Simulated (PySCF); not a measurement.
C3H7FSi, SMILES C1(F)C[SiH2]C1.

The structure is a stationary point at ωB97X-D3(BJ)/def2-SVP. This is a generated structure with no PubChem entry under its InChIKey; it may be hypothetical.

The numbers are results of r2SCAN/def2-TZVP run with PySCF, not measurements.

Symmetry labels are those of the subgroup Cs that the program uses (full group Cs).

Computed valence orbital energies around the gap with their symmetry:
```csv
orbital,symmetry,energy (eV)
HOMO−7,A",-11.05
HOMO−6,A',-10.23
HOMO−5,A",-10.09
HOMO−4,A',-9.07
HOMO−3,A',-8.45
HOMO−2,A",-8.04
HOMO−1,A",-7.43
HOMO,A',-7.35
LUMO,A",-0.18
LUMO+1,A',0.52
LUMO+2,A',0.76
LUMO+3,A',1.50
```
